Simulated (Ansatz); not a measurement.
`BC[SiH2]CF` + H₂ → `BC[SiH3]` + fluoromethane at 500 K and 1 bar (hydrogenolysis of the Si–C bond).

Calculated with Ansatz (gas phase, PBE0-D4/def2-TZVP geometries, no zero-point term in ΔE). CBS: MP2 limit from def2 TZ/QZ plus the TZ coupled-cluster correction, frozen cores. This one scheme is used for every species. Each species was taken in one conformer, which may not be the lowest.

```csv
species,CCSD(T)/CBS energy (Eh),H − E (kJ/mol),S (J/(mol·K))
`BC[SiH2]CF`,-494.56245,301.1,436.9
H₂,-1.17544,41.0,145.5
`BC[SiH3]`,-356.11784,228.6,357.7
`CF`,-139.63461,122.2,244.8
```

H − E and S are ideal-gas, rigid-rotor, harmonic terms from PBE0-D4/def2-TZVP, for one conformer and one mirror image of each species. The MP2-based limit puts H₂ 0.8 mEh under its directly extrapolated value; such offsets cancel only in part. 1 Eh = 2625.50 kJ/mol, R = 8.31446 J/(mol·K).

Q: By hand: ΔE, ΔH, ΔS and ΔG.

A: ΔE = (-356.11784) + (-139.63461) − (-494.56245) − (-1.17544) = -0.01456 Eh = -38.2 kJ/mol. Δ(H − E) = 228.6 + 122.2 − 301.1 − 41.0 = 8.7, so ΔH = -29.5 kJ/mol. ΔS = 357.7 + 244.8 − 436.9 − 145.5 = 20.1 J/(mol·K). ΔG = -29.5 − 500 × (20.1)/1000 = -39.5 kJ/mol.

Q: By hand: the equilibrium constant, and the temperature at which ΔG would vanish if ΔH and ΔS stayed fixed.

A: log₁₀ K = −ΔG/(RT ln 10) = 4.1. ΔH and −TΔS have one sign here, so there is no such temperature.

TΔS isn't small against ΔH here. A doubt of 5 kJ/mol in ΔE shifts log₁₀ K by 0.5 here. Other conformers and mirror images would add mixing entropy, several J/(mol·K) or more a flexible species. Modes under 60 cm⁻¹, often nearly free rotors, make the harmonic entropy too high. These are equilibria of isolated gas molecules and say nothing of rates. Largest T1 diagnostic: 0.011 (customary marks: 0.02 for closed shells, 0.045 for open ones).
